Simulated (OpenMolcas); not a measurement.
Ti2+: CASPT2 settings compared

| Item | Value |
| --- | --- |
| Program | OpenMolcas 26.06 |
| Basis | ANO-L-VDZP [5s4p2d1f] |
| Scalar Hamiltonian | non-relativistic, point nucleus |
| Active space | 2 electrons in 10 orbitals (3d 4d) |
| State averaging | 2S+1 = 3 even, 10 roots; 2S+1 = 1 even, 15 roots |
| Spin-orbit coupling | RASSI with atomic mean-field integrals over the reference wave functions, term energies averaged over their components |

Methods on the same reference wave functions:
A. CASSCF
B. SS-CASPT2, IPEA 0.35 Eh, sigma2 regulariser 0.1 Eh (closed shells correlated: 3s 3p)
C. XMS-CASPT2, IPEA 0.3 Eh, sigma2 regulariser 0.2 Eh (closed shells correlated: 2s 2p 3s 3p)
D. XMS-CASPT2, IPEA 0.6 Eh, sigma1 regulariser 0.5 Eh (closed shells correlated: 3s 3p)

Energies in cm⁻¹ above 3d² ³F₂, the measured ground level; measured values from Corliss and Sugar, J. Phys. Chem. Ref. Data 8, 1 (1979).

```tsv
Level	A	B	C	D	Measured
3d² ³F₂	0.0	0.0	0.0	0.0	0.0
3d² ³F₃	197	198	198	198	185
3d² ³F₄	454	455	455	455	420
3d² ¹D₂	11178	8790	9230	9240	8474
3d² ³P₀	13356	11310	11250	11450	10538
3d² ³P₁	13422	11380	11310	11510	10604
3d² ³P₂	13563	11520	11450	11650	10721
3d² ¹G₄	17288	16080	16190	16210	14398
3d² ¹S₀	41286	33850	34610	34970	32476
```

Deviations, from unrounded energies. A percentage is the sum of absolute deviations over the sum of measured energies, with the sign that they share, or ± where signs differ.

```tsv
Against measurement	Levels	A	B	C	D
mean absolute deviation (cm-1)	8	2900	720	860	980
fine structure of the ground term (%)	2	+7.6	+7.9	+7.8	+7.8
other terms of the ground configuration (%)	6	+26.2	+6.6	+7.8	+9.0
```

B lies closest to measurement on these levels and A furthest from it. The largest miss of B in the table is 3d² ¹G₄, by +1700 cm-1. The ranking rests on the paired levels alone, and a cruder setting can come out closer through cancelling errors.

Among B to D the level of the table that moves most is 3d² ¹S₀, by 1100 cm-1 (lowest in B, highest in D). Moves below CASPT2's spread within the term are not significant.

The mean deviations of B to D differ by less than CASPT2's widest spread within a term (910 cm-1), so their order carries little weight.

From A to B the spin-free energies of the other terms of 3d² shown, above ³F, scale by factors of 0.78 to 0.93, as is usual when dynamic correlation screens the repulsion within a d or f shell.

The lowest spin-free term lies below A's lowest term by 0.123 hartree in B, 0.131 hartree in C, 0.123 hartree in D.

Term energies are means over components that CASPT2 splits; among the terms shown or strongly mixed into the levels shown the widest spread is 910 cm-1 (3d² ³F, D). Active for correlation alone: 4d; no level in the range computed is led by a configuration that fills it, so any true level of that kind is missing. Without dynamic correlation excited terms often stand tens of per cent too high (terms of higher spin than the ground term too low), and those without a measured partner can miss by more than the paired ones (holds for A). Computed and measured levels are paired by configuration, term and J; levels that our copy of the source lacks, or whose pairing is in doubt (as where it misses far off the trend of its configuration), stay unpaired and out of the deviations. Only configurations of the active space appear.
